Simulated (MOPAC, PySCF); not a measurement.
C₃H₅N, SMILES `CC=C=N`, neutral singlet in the gas phase. 

Cartesian coordinates (Å):
```xyz
9

C     -1.2619    -0.3246    -0.0537
C     -0.0850     0.5746     0.2193
C      1.1609     0.1854     0.1556
N      2.3148    -0.2163     0.2180
H     -1.9139    -0.3883     0.8211
H     -1.8632     0.0533    -0.8843
H     -0.9370    -1.3338    -0.3042
H     -0.2645     1.6125     0.4754
H      2.8523    -0.1617    -0.6471
```
Charge 0, spin multiplicity 1.

All levels are single points at this geometry (B3LYP-D3(BJ)/def2-TZVP); Pople sets use spherical d functions. Orbital energies aren't observables, and empty levels follow the basis.

| level | HOMO (eV) | LUMO (eV) | gap (eV) | dipole (D) | vertical IE, Delta-SCF (eV) |
|---|---|---|---|---|---|
| B3LYP-D3(BJ)/def2-TZVP in PySCF | -6.30 | -0.31 | 5.99 | 1.65 | 8.80 |
| PBE-D3(BJ)/def2-TZVP in PySCF | -5.32 | -1.13 | 4.18 | 1.57 | 8.66 |
| B3LYP/3-21G in PySCF | -5.77 | 0.31 | 6.08 | 1.76 | – |
| M06-2X/6-31G* in PySCF | -7.42 | 1.40 | 8.82 | 1.75 | – |
| SVWN5/6-31G* in PySCF | -5.04 | -0.92 | 4.13 | 1.68 | 8.61 |
| HF/3-21G in PySCF | -8.88 | 4.79 | 13.67 | 2.09 | – |
| HF/6-31G* in PySCF | -9.05 | 4.64 | 13.68 | 1.96 | – |
| PM3 in MOPAC | -8.93 | 0.92 | 9.85 | 1.43 | – |
| PM7 in MOPAC | -9.33 | 0.73 | 10.06 | 2.12 | – |
